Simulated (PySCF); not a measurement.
# Correlation energy of Ga (gallium, neutral)

[Ar] 3d10 4s2 5s1, 2S determinant (an excited configuration). Computed with PySCF 2.14 in aug-cc-pVDZ-PP with ECP10MDF, with scalar relativity through the core potential. Frozen: 3s2 3p6 3d10; 3 electrons correlated.

MP2 pair energies summed by pair of shells (mhartree):

```
 pair  energy  share (%)
4s-4s  -23.07       81.2
4s-5s   -5.35       18.8
```

Total MP2 correlation energy: -28.42 mhartree.

Same-spin part -2.02 and opposite-spin part -26.39 mhartree; SCS-MP2 scales them by 1/3 and 6/5 to -32.35 mhartree.
